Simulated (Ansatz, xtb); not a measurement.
# CSe2: which of two structures lies lower

Structure X: a singlet given by its coordinates. Structure Y: a triplet given by its coordinates. Both are isolated molecules in the gas phase, relaxed with r2SCAN-D4/def2-TZVP.

X (Å):

```tsv
atom	x (Å)	y (Å)	z (Å)
C	0.8873	-0.1338	-0.0989
Se	-0.7569	0.0794	-1.0081
Se	-0.1846	0.6983	1.2179
```

Close contacts (Å): C1–Se2 1.89, C1–Se3 1.89, Se2–Se3 2.38.

Y (Å):

```xyz
3

C     0.0316    0.6228   -0.0026
Se   -0.0064   -0.2007    1.5637
Se   -0.0086   -0.2024   -1.5678
```

Close contacts (Å): C1–Se2 1.77, C1–Se3 1.77.

Q: Estimate which is lower in electronic energy at CCSD(T)/def2-TZVPP, and by roughly how much.

A: The CCSD(T)/def2-TZVPP calculation puts structure Y lower, by 2.6 kcal/mol.

How the difference moves with the method:

```
              level             geometry  E(Y) − E(X) (kcal/mol)  departure from the last row (kcal/mol)  job, with rough time for the two
r2SCAN-D4/def2-TZVP  r2SCAN-D4/def2-TZVP                      −8.7                                    −6.1               optimisation, 9 min
      HF/def2-TZVPP  r2SCAN-D4/def2-TZVP                     −22.8                                   −20.2           part of the CCSD(T) run
     MP2/def2-TZVPP  r2SCAN-D4/def2-TZVP                      −0.7                                    +1.9           part of the CCSD(T) run
 CCSD(T)/def2-TZVPP  r2SCAN-D4/def2-TZVP                      −2.6                                                        single point, 35 s
```

None of the levels shown reverses the order. The largest departure from CCSD(T)/def2-TZVPP is that of HF/def2-TZVPP, 20.2 kcal/mol. At CCSD(T)/def2-TZVPP a singlet with the links of Y lies below this triplet. Levels run at GFN2-xTB geometries aren't shown.

With harmonic frequencies from r2SCAN-D4/def2-TZVP (ideal gas, rigid rotor, one conformer each, 298.15 K, 1 atm): the zero-point term adds +0.3 kcal/mol; ΔH is −2.3 and ΔG −3.0 kcal/mol.

The T1 diagnostic of structure X is large, so the coupled-cluster value is less sure. Open shells are spin-unrestricted. The correlated steps freeze 19 core orbitals; the filled d shell of Se is correlated, in a basis made for valence electrons. ΔG holds the spin degeneracy. Programs: Ansatz 0.2.0; the last row on 2 threads of Arm Neoverse V2 on a shared host.
